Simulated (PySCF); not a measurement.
**Ga: ionisation energy**

Ga [Ar] 3d10 4s2 4p1 (2P) → Ga⁺ [Ar] 3d10 4s2 (1S), as a difference of total energies. Calculation: PySCF 2.14, in cc-pVTZ-DK; the spin-free X2C one-electron Hamiltonian (Gaussian nucleus). Correlated levels: valence: [Ar] 3d10 frozen. The calculations carry no spin-orbit coupling.

```tsv
method	ionisation energy (eV)	error (eV)
UHF	5.519	-0.412
B3LYP	5.998	+0.067
BP86	6.091	+0.160
MP2 (valence)	5.721	-0.210
SCS-MP2 (valence)	5.704	-0.227
CCSD (valence)	5.781	-0.150
CCSD(T) (valence)	5.804	-0.127
```

Reference: 5.931 eV (measured; NIST levels, between the centres of gravity of the two terms).

Errors of the correlated levels include the incompleteness of this basis and the frozen core.
